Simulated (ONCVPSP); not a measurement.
**What the settings do to the ONCV potential of Sr**

Base potential:

- Element: strontium
- Generator: ONCVPSP 4.0.1
- Type: optimised norm-conserving Vanderbilt (ONCV)
- Functional: PBE
- Relativity: scalar-relativistic
- Frozen core: [Ar] 3d10
- Valence charge: 10
- Reference configuration: 4s2 4p6 5s0.5 (charge +1.5)
- Partial waves: 4s+5s: rc 2.35 bohr, ncon 5, nbas 9, qcut 6.3 1/bohr, 3 projectors, debl 2.6 Ha; 4p: rc 2.40 bohr, ncon 4, nbas 8, qcut 4.4 1/bohr, 1 projector; d scattering state at 0.04 Ha: rc 2.05 bohr, ncon 4, nbas 7, qcut 5.5 1/bohr, 1 projector
- Local potential: polynomial inside 1.70 bohr (lpopt 5, dvloc0 -1 Ha)
- Core correction: none

In the d channel the program set the typed energies aside and used 0.050 Ha.

All-electron outer shells of the reference configuration (PBE, scalar-relativistic, ld1.x):

```tsv
shell	level (eV)	outermost node (bohr)	outermost maximum (bohr)
4s	-50.84	0.59	1.19
4p	-32.69	0.61	1.33
5s	-10.99	1.63	3.32
```

Cutoffs, loose and tight: the cutoffs (Ha) at which the residual kinetic energy of the hardest occupied pseudo-wave falls to 1 and 0.1 mHa per electron. They do not see the model core or the augmentation charge, which bear on the density cutoff. Test errors are all-electron minus pseudo excitation energies from the reference, over the configurations 4s2 4p6 5s2; 4s2 4p6 5s1; 4s2 4p6 5s0; 4s2 4p5 5s2. A dash means not determined; rows that change the core or the reference have their own tests.

```tsv
change	outcome	cutoff, loose	cutoff, tight	bound ghosts	GHOST(+) flags above zero	largest test error (meV)
base	generated, projector energies reset by the program	12 Ha	15 Ha	none	s	-8.6
d: rc 3.04	generated, projector energies reset by the program	12 Ha	15 Ha	none	s	-8.6
core [Ar] 3d10 4s2, valence charge 8; reference 4p6 4d0.5 5s1.5; waves now 5s: rc 3.00 bohr, ncon 3, nbas 7, qcut 2.2 1/bohr, 2 projectors, debl 3.7 Ha; 4p: rc 1.80 bohr, ncon 4, nbas 8, qcut 7.5 1/bohr, 2 projectors, debl 1.6 Ha; 4d: rc 3.60 bohr, ncon 4, nbas 9, qcut 5 1/bohr, 2 projectors, debl 0.7 Ha; local potential polynomial inside 1.30 bohr (lpopt 4, dvloc0 4 Ha)	generated	17 Ha	22 Ha	none	s	+12 over the solved tests; 1 of 4 tests not solved or not reliable
local potential polynomial inside 1.35 bohr (lpopt 5, dvloc0 0 Ha)	generated, projector energies reset by the program	12 Ha	15 Ha	none	s	-9.2
reference 4s2 4p6; wave 4s+5s: rc 2.35 bohr, ncon 5, nbas 9, qcut 6.3 1/bohr, 3 projectors, debl 2.6 Ha becomes 4s: rc 2.35 bohr, ncon 5, nbas 9, qcut 6.3 1/bohr, 3 projectors, debl 2.6 Ha	generated, projector energies reset by the program	12 Ha	15 Ha	none	s	-9.3
p: qcut 6.4	generated, projector energies reset by the program	12 Ha	15 Ha	none	s	-14
p: qcut 5	generated, projector energies reset by the program	12 Ha	15 Ha	none	s	-13
s: qcut 3.8; p: qcut 2.7; d: qcut 3.3	generated, projector energies reset by the program	32 Ha	37 Ha	none	s	+64
```
